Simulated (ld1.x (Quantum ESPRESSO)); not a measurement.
Before and after: PAW potential for ruthenium

ld1.x (Quantum ESPRESSO) 7.5 input, shortened:

```
&input
   title='Ru', zed=44., rel=0, dft='PZ', iswitch=3,
   config='[Kr] 4d7 5s1 5p0'
 /
 &inputp
   pseudotype=3, lpaw=.true., tm=.true., lloc=-2, rcloc=2.10,
   nlcc=.true., new_core_ps=.true.,
   which_augfun='BESSEL', rmatch_augfun=1.05
 /
6
5S  1  0   1.00   0.00  2.25  3.00  0.0
5S  1  0   0.00   1.25  2.25  3.00  0.0
4P  2  1   6.00   0.00  1.95  2.10  0.0
5P  3  1   0.00   0.00  1.95  2.10  0.0
4D  3  2   7.00   0.00  1.00  1.35  0.0
4D  3  2   0.00   1.60  1.00  1.35  0.0
 &test
   configts(1)='4p6 4d7 5s1 5p0'
 /
```

Change: type TM; waves now 5s (bound): rc 3.00 bohr; 4d (bound): rc 1.35 bohr; 4p (bound): rc 2.10 bohr; local potential the p channel.

Cutoffs: the cutoffs (Ry, on a coarse ladder) from which the occupation-weighted sum of valence levels, in a spherical-Bessel basis at the reference potential, stays within 10 and 1 mRy of its value at 400 Ry; they do not see the model core or the augmentation charge, which bear on the density cutoff. Errors are all-electron minus pseudo energies relative to the spin-unpolarised reference configuration.

Question: How do hardness, ghosts and transferability respond?

Answer: The potential gets neither clearly harder nor softer (55 Ry and 100 Ry → 60 Ry and 70 Ry); a bound ghost appears in s, which as a rule spoils a file; of the 9 tests that both files solve, the error grows in 7 and shrinks in 1 by more than 15 % and 0.3 meV (median size 4.9 → 22.5 meV); the range in which the p phases agree narrows (upper end 3.6 → -0.2); the range in which the d phases agree narrows (upper end at the end of the scan → 1.1). Several settings change at once here, so the effects cannot be laid on one of them.

```tsv
quantity	base	changed
cutoff, loose	55 Ry	60 Ry
cutoff, tight	100 Ry	70 Ry
loose cutoff by channel (10 mRy a level)	s 6 Ry, p 15 Ry, d 45 Ry	s 6 Ry, d 45 Ry, p 25 Ry
bound ghosts	none	s
error for 4p6 4d7 5s0 5p0, meV [ΔE 7.15 eV]	+5.0	-8.2
error for 4p6 4d6 5s0 5p0, meV [ΔE 25.83 eV]	-4.5	+13
error for 4p6 4d5 5s0 5p0, meV [ΔE 57.07 eV]	-50	+51
error for 4p5 4d7 5s1 5p0, meV [ΔE 51.40 eV]	+104	-49
error for 4p6 4d8 5s0 5p0, meV [ΔE -0.84 eV]	+1.7	-11
error for 4p6 4d6 5s1 5p1, meV [ΔE 6.07 eV]	+17	+154
error for 4p6 4d7.5 5s0.5 5p0, meV [ΔE -0.59 eV]	+1.1	-3.4
error for 4p6 4d7 5s1 5p0 (spin-polarised), meV [ΔE -1.62 eV]	-1.7	+41
error for 4p6 4d7 5s0 5p0 (spin-polarised), meV [ΔE 5.89 eV]	+4.9	+22
s: phases at 3.27 bohr within 0.05 rad from the reference energy up to (Ry; the scan ends near 5)	2.7	n/a
p: phases at 3.27 bohr within 0.05 rad from the reference energy up to (Ry; the scan ends near 5)	3.6	-0.2
d: phases at 3.27 bohr within 0.05 rad from the reference energy up to (Ry; the scan ends near 5)	to the end of the scan	1.1
```

 A true bound ghost makes a file unfit for plane-wave use even where its test errors are small: the radial tests pick states by their node count and pass the ghost by.
